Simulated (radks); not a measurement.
Question: The molybdenum ion Mo+, [Kr] 4d5. Method: non-relativistic Kohn-Sham, exchange-only PBE, spin-polarised, spherical densities, point nucleus; computed with a radial shooting solver on a logarithmic mesh with Libxc functionals. Every spin shell is full or empty, so the densities are truly spherical. Functionals are evaluated on that one density, not self-consistently. Rank these orbital-free kinetic functionals by their error against the exact value of the orbitals, and give that value: Thomas-Fermi, TF + vW, TF + vW/9, TF + vW/5, Perdew 92, Thakkar, Pearson, LKT, DePristo-Kress, Ernzerhof.

Answer: Exact: 3974.80 hartree. From best to worst, with 100 (|E| - |E exact|)/|E exact| (equal figures are ties): DePristo-Kress -0.06, Ernzerhof -0.37, Thakkar -0.50, Perdew 92 -0.67, TF + vW/9 -0.68, Pearson -0.97, TF + vW/5 +3.23, Thomas-Fermi -5.57, LKT +20.54, TF + vW +38.47.
